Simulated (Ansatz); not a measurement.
Reaction (ligand exchange at the Sn–Cl bond): `O[CH2][SnH2][Cl]` + H₂S → `O[CH2][SnH2][SH]` + HCl

Calculated with Ansatz (gas phase, PBE0-D4/def2-TZVP geometries, no zero-point term in ΔE). CCSD(T)/CBS is the MP2 limit (def2-TZVPP, def2-QZVPP) plus CCSD(T) − MP2 in def2-TZVPP, frozen cores. This one scheme is used for every species. Functionals use def2-TZVPP. def2 core potentials past Kr. For Sn outer-core shells are correlated without core-valence functions, which leaves a few kJ/mol of doubt a bond. One conformer a species, not always the lowest.

`O[CH2][SnH2][Cl]`:

```xyz
9

O     0.711    1.520    0.577
C     0.881    0.163    0.228
Sn   -0.976   -0.515   -0.625
Cl   -2.144   -1.541    1.126
H     1.484    1.814    1.067
H     1.684    0.017   -0.506
H     1.084   -0.475    1.096
H    -1.960    0.760   -1.171
H    -0.764   -1.742   -1.793
```

H₂S:

Z-matrix (Å, degrees):
```
S
H 1 1.341
H 1 1.341 2 92.3
```

`O[CH2][SnH2][SH]`:

Cartesian coordinates in Å:
```
O 1.552 0.563 -0.814
C 0.195 0.647 -1.163
Sn -1.034 -0.078 0.477
S 0.438 -1.801 1.346
H 1.712 -0.307 -0.422
H -0.036 1.695 -1.361
H -0.044 0.069 -2.064
H -2.485 -0.857 0.024
H -1.298 1.052 1.728
H 1.001 -0.984 2.250
```

HCl:

```xyz
2

Cl    0.637   -0.009    0.052
H    -0.637    0.009   -0.052
```

CCSD(T)/CBS gives +0.26 eV.

Problem. Another level gave +0.25 eV. Which?
A. r2SCAN/def2-TZVPP
B. HF/def2-TZVPP
C. PBE-D4/def2-TZVPP
D. CCSD/def2-TZVPP

Solution. A. r2SCAN 0.25, PBE-D4 0.17, CCSD/def2-TZVPP 0.30, HF/def2-TZVPP 0.52 eV.

Largest T1 diagnostic among the species: 0.012.

In def2-TZVPP, CCSD(T) changes the Hartree–Fock value by −0.27 eV (the triples alone add −0.05 eV) and MP2 by −0.29 eV. The D4 term adds −0.05 eV with B3LYP and −0.03 eV with PBE0; it sums over pairs of atoms, weighted by their polarisabilities, and B3LYP, whose exchange is more repulsive, gets the larger term. From PBE to PBE0 (25 % exact exchange), in def2-TZVPP and without D4, ΔE moves by +0.05 eV.

B3LYP here is the variant with VWN-RPA as its local correlation; programs differ in this.
